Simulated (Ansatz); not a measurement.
`BS[SiH2][SiH2][SiH3]` + GeH₄ → `[SiH3][SiH2][SiH2][GeH3]` + `BS` at 298.15 K and 1 bar (formal exchange of groups at the Si–S bond).

Isolated molecules relaxed with PBE0-D4/def2-TZVP in Ansatz; ΔE leaves out vibrations. CBS: MP2 limit from def2 TZ/QZ plus the TZ coupled-cluster correction, frozen cores. This one scheme is used for every species. For Ge outer-core shells are correlated without core-valence functions, which leaves a few kJ/mol of doubt a bond. Scalar relativity is left out up to krypton. One conformer a species, not always the lowest.

```csv
species,CCSD(T)/CBS energy (Eh),H − E (kJ/mol),S (J/(mol·K))
`BS[SiH2][SiH2][SiH3]`,-1295.24641,246.0,416.9
GeH₄,-2078.49493,88.5,217.3
`[SiH3][SiH2][SiH2][GeH3]`,-2949.34842,245.1,429.2
`BS`,-424.38198,90.6,245.0
```

H − E and S are ideal-gas, rigid-rotor, harmonic terms from PBE0-D4/def2-TZVP, for one conformer and one mirror image of each species. 1 Eh = 2625.50 kJ/mol, R = 8.31446 J/(mol·K).

Problem. By hand: ΔE, ΔH, ΔS and ΔG.

Solution. ΔE = (-2949.34842) + (-424.38198) − (-1295.24641) − (-2078.49493) = 0.01094 Eh = 28.7 kJ/mol. Δ(H − E) = 245.1 + 90.6 − 246.0 − 88.5 = 1.2, so ΔH = 29.9 kJ/mol. ΔS = 429.2 + 245.0 − 416.9 − 217.3 = 40.0 J/(mol·K). ΔG = 29.9 − 298.15 × (40.0)/1000 = 18.0 kJ/mol.

Problem. By hand: the equilibrium constant, and the temperature at which ΔG would vanish if ΔH and ΔS stayed fixed.

Solution. log₁₀ K = −ΔG/(RT ln 10) = -3.2. ΔG = 0 at ΔH/ΔS = 748 K.

TΔS isn't small against ΔH here. A doubt of 5 kJ/mol in ΔE shifts log₁₀ K by 0.9 here. Other conformers and mirror images would add mixing entropy, several J/(mol·K) or more a flexible species. Modes under 60 cm⁻¹, often nearly free rotors, make the harmonic entropy too high. These are equilibria of isolated gas molecules and say nothing of rates. Largest T1 diagnostic: 0.015 (customary marks: 0.02 for closed shells, 0.045 for open ones).
